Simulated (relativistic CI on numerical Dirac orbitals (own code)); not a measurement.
Rh⁺ (4d8) in a crystal field

Calculated by Dirac-Coulomb-Breit CI, KLI orbitals optimised for each configuration, model QED, valence Slater integrals scaled by 0.75, one configuration in a parametric crystal field (own radial code).

Field parameters in Wybourne normalisation: D4h B²₀ = −7Ds, B⁴₀ = 21(Dq − Dt), B⁴₄ = 21√(5/14) Dq; Oh B⁴₀ = 21Dq, B⁴₄ = √(5/14) B⁴₀; Td as Oh with Dq negative (B⁴₀ = 21Dq, B⁴₄ = √(5/14) B⁴₀). The field is a parameter set, without covalency.

S is read from ⟨S²⟩ = S(S + 1).

Powder χT (cm³ K mol⁻¹) by Van Vleck's formula, with temperature-independent terms:

```tsv
Field	2 K	5 K	10 K	20 K	50 K	100 K	200 K	300 K
D4h, 10Dq = 13950, Ds = 1920, Dt = 400 cm⁻¹	0.21	0.524	0.945	1.26	1.39	1.41	1.43	1.45
D4h, 10Dq = 16800, Ds = -590, Dt = 530 cm⁻¹	0.244	0.603	1.01	1.24	1.32	1.33	1.35	1.37
Oh, 10Dq = 9650 cm⁻¹	1.44	1.44	1.44	1.44	1.45	1.46	1.48	1.5
Oh, 10Dq = 11300 cm⁻¹	1.38	1.38	1.38	1.38	1.39	1.39	1.41	1.43
Oh, 10Dq = 20450 cm⁻¹	1.21	1.21	1.21	1.21	1.22	1.22	1.23	1.24
Td, 10Dq = -3000 cm⁻¹	0.0218	0.0545	0.109	0.218	0.545	1.09	2.01	2.55
Td, 10Dq = -8200 cm⁻¹	0.0141	0.0353	0.0706	0.141	0.353	0.706	1.37	1.87
Td, 10Dq = -10750 cm⁻¹	0.0131	0.0327	0.0653	0.131	0.327	0.653	1.28	1.75
```

**Question.** For Td, 10Dq = -3000 cm⁻¹: what effective moment follows at 300 K?

**Answer.** μ_eff = √(8χT) = 4.51 μB. The ground level has S = 1.00; the spin-only moment for S = 1 is 2.83 μB. The difference comes from the orbital moment, spin-orbit mixing of terms and temperature-independent paramagnetism, all larger in this ionic model than in covalent complexes. The ground level is a non-magnetic singlet, so χT starts at zero and rises through temperature-independent paramagnetism and the filling of excited levels.
